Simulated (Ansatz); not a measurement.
Coupled-cluster run, C$_{3}$H$_{6}$O$_{2}$Si.

```yaml
crystal:
  periodic: [false, false, false]
  atoms:
    - {symbol: C, position_ang: [1.237021, -1.263711, -0.858319]}
    - {symbol: Si, position_ang: [1.296302, 0.381646, -0.021275]}
    - {symbol: O, position_ang: [-0.164735, 0.604711, 0.879174]}
    - {symbol: C, position_ang: [-1.210130, 0.686682, 0.127754]}
    - {symbol: C, position_ang: [-2.486095, 0.772436, 0.845216]}
    - {symbol: O, position_ang: [-3.099665, -0.213436, 1.182927]}
    - {symbol: H, position_ang: [1.100181, -2.066090, -0.130070]}
    - {symbol: H, position_ang: [0.412063, -1.293794, -1.572525]}
    - {symbol: H, position_ang: [2.171951, -1.444690, -1.395498]}
    - {symbol: H, position_ang: [1.402577, 1.525329, -0.952399]}
    - {symbol: H, position_ang: [2.339235, 0.458363, 1.028585]}
    - {symbol: H, position_ang: [-2.921706, 1.797453, 0.900431]}
basis:
  gaussian: {orbitals: def2-TZVPP}
correlation: {method: ccsd_t}
```

```sh
$ ansatz run in.yaml --threads 4 --pin off --events-out ev --progress --plain --max-ram 10444MiB
```

Output of Ansatz, abridged:

```
Functional definition: HF
1687 factors; integrals over basis functions are off by at most 1.0e-3 eV
mean field evaluation 1: about -15118.7404 eV, gradient 4.7e1 eV
mean field evaluation 2: about -15119.0995 eV, gradient 4.8e1 eV
mean field evaluation 4: about -15124.3705 eV, gradient 6.3e0 eV
mean field evaluation 8: about -15124.5429 eV, gradient 7.3e-1 eV
mean field evaluation 16: about -15124.5499 eV, gradient 2.5e-6 eV
mean field -15124.54989894 eV, -555.8169569979 hartree, gradient 2.6e-6 eV, S^2 0.000000; 1 other end points of the search recorded, 0 dependent functions left out; unrestricted orbitals would lower it
10 core orbitals not correlated: weight in the atoms' cores, before any rotation towards them, 1.000 or more for the frozen orbitals, at most 0.000 for the correlated occupied ones
reference -15124.54989894 eV, -555.8169569979 hartree; 17, 17 occupied and 254, 254 virtual orbitals, 1687 factors
second order -28.44891545 eV of doubles, -0.00000000 eV of singles
cycle   1  -28.62259225 eV  change   -1.7e-1 eV  update   1.4e-1
cycle   2  -29.42694612 eV  change   -8.0e-1 eV  update   4.6e-2
cycle   3  -29.65975894 eV  change   -2.3e-1 eV  update   2.7e-2
cycle   4  -29.63951248 eV  change    2.0e-2 eV  update   8.2e-3
cycle   5  -29.63340511 eV  change    6.1e-3 eV  update   4.5e-3
cycle   6  -29.63659294 eV  change   -3.2e-3 eV  update   1.9e-3
cycle   7  -29.63610704 eV  change    4.9e-4 eV  update   1.2e-3
cycle   8  -29.63578085 eV  change    3.3e-4 eV  update   7.3e-4
cycle   9  -29.63619866 eV  change   -4.2e-4 eV  update   4.5e-4
cycle  10  -29.63602968 eV  change    1.7e-4 eV  update   2.1e-4
cycle  11  -29.63602601 eV  change    3.7e-6 eV  update   1.0e-4
cycle  12  -29.63612113 eV  change   -9.5e-5 eV  update   5.8e-5
cycle  13  -29.63611327 eV  change    7.9e-6 eV  update   3.5e-5
perturbative correction -1.27064208 eV, -0.0466952353 hartree
Total energy: -15155.45665429 eV, -556.9527593076 hartree
```

It took 5.5 min on 4 threads of an Arm Neoverse V1 on a shared host, with 8.4 GiB of host memory at the peak.

The correlation energy is -30.907 eV, 4.1 % of it from (T); the T1 diagnostic reads 0.0174.
